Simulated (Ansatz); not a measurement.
Consider the redistribution: `Cl[CH2][GeH2][SeH]` + `O=C[SiH2][SiH3]` → `O=[CH][GeH2][SeH]` + `[SiH3][SiH2]CCl`.

Computed with Ansatz on PBE0-D4/def2-TZVP structures; ΔE is electronic, products minus reactants. CCSD(T)/CBS is the MP2 limit (def2-TZVPP, def2-QZVPP) plus CCSD(T) − MP2 in def2-TZVPP, frozen cores. DFT in def2-TZVPP. B3LYP here is the variant with VWN-RPA as its local correlation; programs differ in this. For Ge, Se outer-core shells are correlated without core-valence functions, which leaves a few kJ/mol of doubt a bond. Scalar relativity is left out up to krypton. Each species was taken in one conformer, which may not be the lowest.

```tsv
level	ΔE (kJ/mol)
B3LYP	-10.1
MP2/CBS(def2)	-3.9
```

What does CCSD(T)/CBS give? (An estimate is asked.)

Computed: -4.9 kJ/mol. The listed levels differ from it by -5.2, 1.0 kJ/mol.

Largest T1 diagnostic among the species: 0.016.
